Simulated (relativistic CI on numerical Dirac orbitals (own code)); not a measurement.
Hyperfine structure of Au⁵³⁺, mass number 197

Calculated at this level of theory: Dirac-Coulomb-Breit CI, KLI orbitals optimised for each configuration, model QED, unscaled Slater integrals (own radial code, finite nucleus).

Configuration list (outside the closed core [Ne]): 3s2.3p6.3d8, 3s2.3p5.3d9, 3s2.3p4.3d10, 3s.3p6.3d9, 3p6.3d10, 3s.3p5.3d10, 3s2.3p6.3d7.4s, 3s2.3p6.3d7.4p, 3s2.3p4.3d9.4s, 3s2.3p6.3d7.4d, 3s2.3p4.3d9.4p, 3s2.3p5.3d8.4s, 3s2.3p6.3d7.4f, 3s2.3p4.3d9.4d, 3s.3p5.3d9.4s, 3s2.3p5.3d8.4p. Levels of other configurations are missing.

Nuclear spin I = 3/2, μ = 0.1452 μN, Q = 0.547 b (tables of Stone and Pyykkö). The electronic factors are computed for point nuclear moments, without core polarisation or the Bohr-Weisskopf and QED corrections.

| Level | E (eV) | A (MHz) | B (MHz) |
| --- | --- | --- | --- |
| 3s2.3p6.3d8 3F_4 | 0.000 | 4686 | -39100 |
| 3s2.3p6.3d8 3F_3 | 90.084 | 6910 | -18700 |
| 3s2.3p6.3d8 3P_2 | 100.525 | 5421 | 14800 |
| 3s2.3p6.3d8 1G_4 | 106.263 | 7581 | -107000 |
| 3s2.3p6.3d8 3P_1 | 106.410 | -905.6 | -20100 |
| 3s2.3p6.3d8 3F_2 | 187.924 | 12120 | 2960 |
| 3s2.3p5.3d9 3F°_4 | 486.673 | 11730 | -320000 |
| 3s2.3p5.3d9 1D°_2 | 497.387 | 6656 | 175000 |

Levels with J = 0, under 50 % of one LS term, or S terms without an open s electron are left out. Small factors come from cancelling terms and can be off by tens of per cent or more.

At this charge energies of transitions that change n are usually good to better than 1 %, and those within a shell (Δn = 0) to a few per cent.

(1) Give the hyperfine levels of 3s2.3p6.3d8 3F_4 relative to its centre of gravity.

Results:

(1) With K = F(F + 1) − I(I + 1) − J(J + 1), E = AK/2 + B[¾K(K + 1) − I(I + 1)J(J + 1)]/[2I(2I − 1)J(2J − 1)]: F = 5/2: -54350, F = 7/2: -11060, F = 9/2: 19450, F = 11/2: 18340 MHz.

LS names give the leading component of a level, which can be under half, so a name can repeat, a term be missing and a line seem to break the LS rules.
